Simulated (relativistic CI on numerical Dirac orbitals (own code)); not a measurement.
Ti2+: L2,3 absorption edge

Computed with this model: Dirac-Coulomb-Breit CI, KLI orbitals optimised for each configuration, QED by a radiative potential, valence Slater integrals scaled by 0.9, multiplet model of core-to-valence dipole absorption; configurations [Ar] 3d2 → [He] 2s2 2p5 3s2 3p6 3d3; 300 K; Lorentzian 0.6 eV and Gaussian 0.3 eV FWHM. Energies are those of the free ion, without screening or charge transfer. The branching ratio is the share of the lower-energy edge in the whole absorption, uncertain by about 0.02 where the edges overlap. S is read from ⟨S²⟩ = S(S + 1).

Field parameters in Wybourne normalisation: D3d B²₀ = −7Dσ, B⁴₀ = −14Dq − 21Dτ, B⁴₃ = −14√(10/7) Dq. The field is a parameter set, without covalency.

free ion: ground-state S = 1.00, centroid 460.30 eV. Peaks (eV, height): 455.1 (11), 457.4 (100), 458.8 (49), 461.1 (46), 462.1 (39), 464.0 (58).

D3d, 10Dq = 18700, Dσ = -1200, Dτ = -320 cm⁻¹: ground-state S = 1.00, centroid 460.78 eV. Peaks (eV, height): 457.1 (52), 458.5 (100), 460.5 (49), 463.0 (91), 464.4 (76).

D3d, 10Dq = 18700, Dσ = 170, Dτ = -320 cm⁻¹: ground-state S = 1.00, centroid 460.74 eV. Peaks (eV, height): 454.6 (11), 457.0 (49), 458.4 (100), 460.3 (54), 463.0 (93), 464.2 (78).

D3d, 10Dq = 18700, Dσ = 1200, Dτ = -320 cm⁻¹: ground-state S = 1.00, centroid 460.69 eV. Peaks (eV, height): 454.4 (12), 458.4 (100), 463.0 (88), 464.2 (78).

Strongest unbroadened transitions for free ion:

```
Energy (eV)  Relative strength
     457.10               54.6
     457.38               37.7
     457.42              100.0
     457.46               41.6
     457.48               49.6
     457.50               99.0
     458.49               38.9
     458.86               71.1
     460.76               35.5
     460.99               66.9
     461.14               56.9
     462.24               58.3
     462.97               36.2
     463.39               46.5
     463.52               39.0
     463.96               50.4
     464.08               47.8
     464.10               88.7
```
